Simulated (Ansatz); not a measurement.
Born–Oppenheimer molecular dynamics of ClGeH3 (5 atoms, charge 0, multiplicity 1). It goes on from the last frame of an earlier run, with new velocities.

Method: RKS B3LYP/def2-SVP in Ansatz 0.2.0.

| Item | Value |
| --- | --- |
| ensemble | NVT, Langevin thermostat |
| time step | 0.5 fs |
| steps asked | 150 |
| set temperature | 1000 K |
| friction | 0.05 /fs |
| seed | 920597 |

First frame:

```xyz
5
Properties=species:S:1:pos:R:3
Ge 0.008 -0.017 0.012
H 0.038 -0.075 1.514
H 1.436 0.156 -0.644
Cl -1.010 1.753 -0.720
H -0.772 -1.155 -0.580
```

Question: How far do the bonds stretch over the last three quarters of this one trajectory? (Pairs bonded in most of those frames.)

Answer: 
| bond | mean (Å) | spread (Å) | shortest | longest |
| --- | --- | --- | --- | --- |
| Ge1–H2 | 1.556 | 0.066 | 1.42 | 1.69 |
| Ge1–H3 | 1.547 | 0.050 | 1.47 | 1.65 |
| Ge1–Cl4 | 2.145 | 0.054 | 2.07 | 2.24 |
| Ge1–H5 | 1.588 | 0.082 | 1.45 | 1.73 |

Mean temperature of the second half: 1043 K. A run of 0.075 ps of so small a system gives no equilibrium averages.

Run time: 3.5 min on 1 thread of Arm Neoverse V2, with other jobs on the host, peak memory 0.12 GiB.
